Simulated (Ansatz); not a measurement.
```yaml
crystal:
  periodic: [false, false, false]
  atoms:
    - {symbol: Be, position_ang: [0.524201, -0.792071, -1.045923]}
    - {symbol: Be, position_ang: [-0.369196, 1.248458, -1.345580]}
    - {symbol: Be, position_ang: [0.454747, -1.193762, 1.015895]}
    - {symbol: Be, position_ang: [-0.679412, 0.976815, 1.130505]}
basis:
  gaussian: {orbitals: "6-31++G**"}
total_charge: 1
magnetization: {spin_polarized: true, initial_magnetization: 1}
hamiltonian: {xc: {name: HF}}
correlation: {method: mp2, frozen_orbitals: {Be: 0}}
scf: {lower_state_search: off}
```

```sh
$ ansatz run in.yaml --threads 4 --pin off --events-out ev --progress --plain --max-ram 3916MiB
```

Output, abridged:

```
Functional definition: HF
643 factors; integrals over basis functions are off by at most 8.5e-4 eV
mean field evaluation 1: about -1579.4636 eV, gradient 5.0e0 eV
mean field evaluation 2: about -1579.4685 eV, gradient 5.0e0 eV
mean field evaluation 4: about -1580.3178 eV, gradient 1.5e0 eV
mean field evaluation 8: about -1580.6949 eV, gradient 4.7e-1 eV
mean field evaluation 16: about -1580.7352 eV, gradient 2.2e-1 eV
mean field -1581.40569347 eV, -58.1155873198 hartree, gradient 7.9e-6 eV, S^2 1.044312; 0 other end points of the search recorded, 0 dependent functions left out
reference -1581.40569347 eV, -58.1155873198 hartree; 8, 7 occupied and 68, 69 virtual orbitals, 643 factors
second order -2.96320082 eV of doubles, -0.00000000 eV of singles
Total energy: -1584.36889429 eV, -58.2244829414 hartree
Checks for a lower state left out: stability, starts, cluster_reference, orbital_swaps, neighbouring_geometries, increment
```

Run time 0.25 s (4 threads of Intel Xeon Platinum 8488C on a shared host).

The 6-31G sets use Cartesian d functions. Correlated methods freeze no core orbitals. The charge 1 doublet is spin-contaminated (final ⟨S²⟩ up to 1.04, 0.75 for a pure state).
